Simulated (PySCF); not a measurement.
Static response to an electric field

Compound: H11NOSi4.
Cartesian coordinates in Å at the PBE0-D3(BJ)/def2-SVP level; atoms count from 1:
```
atom  x, y, z in Å
Si1    2.446   -0.309    0.469
O2     1.524   -0.214   -0.911
Si3   -0.085   -0.269   -1.307
N4    -1.078    0.018    0.100
Si5   -1.917   -1.327    0.860
Si6   -1.223    1.632    0.784
H7     2.229   -1.617    1.159
H8     3.876   -0.179    0.079
H9     2.082    0.794    1.411
H10   -0.320    0.767   -2.347
H11   -0.429   -1.632   -1.807
H12   -2.442   -0.842    2.173
H13   -0.981   -2.469    1.086
H14   -3.062   -1.812    0.032
H15   -0.359    2.542   -0.025
H16   -0.772    1.651    2.207
H17   -2.635    2.119    0.733
```

Level: B3LYP/def2-SVPD (PySCF), static field, nuclei fixed, core orbitals frozen in the response. The polarisability tensor in these axes (au):

```
x   120.27   0.61  -3.45
y     0.61 114.43   1.38
z    -3.45   1.38 109.09
```

Problem. Diagonalise the tensor; give its mean and Δα, where Δα² is half the sum of the squared differences of the eigenvalues.

Solution. Principal values 107.78, 114.75 and 121.26 au; mean 114.60 au = 16.98 Å³ = 18.89 × 10⁻⁴⁰ C²·m²/J; Δα = 11.67 au (10 % of the mean).

Problem. What is the dipole moment, and where does it point?

Solution. (-0.38, -0.05, 0.39) D, 0.55 D in size, pointing from the negative to the positive side. Measured along this direction, the outermost atoms are H8 at the negative end and H12 at the positive end.

Problem. In TDDFT the mean static polarisability is Σ f/ω² over all singlet excitations (ω in hartree). How much of it do the 10 lowest give? Their energies (eV) and oscillator strengths: 6.11, 0.0056; 6.58, 0.0195; 6.97, 0.0460; 7.03, 0.0002; 7.14, 0.0028; 7.29, 0.0041; 7.37, 0.0013; 7.41, 0.0182; 7.54, 0.0052; 7.57, 0.0098.

Solution. They add up to 1.71 au, 1.5 % of the 114.60 au; the largest single term is 0.70 au, from the state at 6.97 eV. Terms in order: 0.11, 0.33, 0.70, 0.00, 0.04, 0.06, 0.02, 0.24, 0.07, 0.13 au. Higher excitations give the rest. The strengths listed sum to 0.113.

Problem. Rayleigh depolarisation ratio (linearly polarised light, static tensor)?

Solution. ρ = 3Δα²/(45ᾱ² + 4Δα²) = 408.7/(590965 + 545.0) = 0.000691.

Problem. Refractivity n − 1 of an ideal gas of it at 350 K and 1 atm, from the electronic α?

Solution. N = p/kT = 2.0968 × 10¹⁹ cm⁻³, so n − 1 = 2π × N × 16.98 × 10⁻²⁴ cm³ = 2237 × 10⁻⁶ at long wavelengths, for an ideal gas.

Geometry: PBE0-D3(BJ)/def2-SVP, one conformer, isolated molecule.
